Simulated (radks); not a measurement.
Values are calculated unless marked as measured or tabulated.
Spherical jellium clusters: N electrons in a uniform positive sphere of charge N and radius rs N^(1/3), rs = 5.06 bohr. Level of theory: non-relativistic Kohn-Sham, LDA (Slater exchange, Perdew-Wang correlation), spin-polarised, spherical densities (a radial shooting solver with Libxc functionals). Levels are named by radial order and angular momentum (1s, 1p, 1d, 2s, ...), and open shells are averaged over m.

N = 19, configuration 1s2 1p6 1d10 2s(up 1, down 0). This is the lowest configuration that the search found. Occupied and some empty levels:

level    occupation  eigenvalue (eV)  <r> (bohr)
1s up             1          -3.8502       8.226
1s down           1          -3.7452       8.783
1p up             3          -3.3316       9.882
1p down           3          -3.2915       10.00
1d up             5          -2.6944       10.90
1d down           5          -2.6698       10.92
2s up             1          -2.4374       8.545
2s down           0          -2.1928       8.767
1f up             0          -1.9422       11.76
1f down           0          -1.9205       11.76
2p up             0          -1.4788       10.43
2p down           0          -1.3709       10.80
1g up             0          -1.0993       12.63
1g down           0          -1.0773       12.63

Energy (eV): total -35.1247, kinetic 21.344, external -867.88, Hartree 432.01, exchange-correlation -57.122, background 436.52.

Electron density:

r (bohr)  n(r) (e/bohr^3)
0.960            0.002167
2.03             0.001977
3.10             0.001763
4.17             0.001633
5.24             0.001652
6.31             0.001813
7.38             0.002043
8.44             0.002223
9.51             0.002224
10.6             0.001970
11.7             0.001494
12.7            0.0009492
13.8            0.0005064
14.9            0.0002358
15.9            0.0001002
17.0           0.00003997
18.1           0.00001524
19.1            5.637e-06
20.2            2.044e-06
21.3            7.389e-07
